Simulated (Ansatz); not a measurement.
GeH4O4, SMILES [OH][Ge]([OH])([OH])[OH].

Coordinates come from a PBE0-D3(BJ)/def2-SVP optimisation. The isomer is the one that the SMILES or the coordinates give; other isomers of the formula were not compared. Other conformers were not sampled.

Two levels are set side by side: PBE/def2-SVPD (Ansatz, a quantum-chemistry and plane-wave program) and PBE0/def2-SVPD (Ansatz). Energy differences of separate SCF runs at the same geometry; the states with an electron removed or added have multiplicity 2 and 2. Differences are taken from unrounded values.

| quantity | PBE0 |
|---|---|
| vertical ionisation energy (eV) | 11.54 |
| vertical singlet–triplet gap (eV) | 7.02 |

**Question.** What does PBE give, and how far is it from PBE0? (An estimate is asked for; the answer gives what the named calculation found.)

**Answer.** 
```tsv
quantity	PBE	PBE minus PBE0
vertical ionisation energy (eV)	10.74	-0.79
vertical singlet–triplet gap (eV)	5.97	-1.05
```
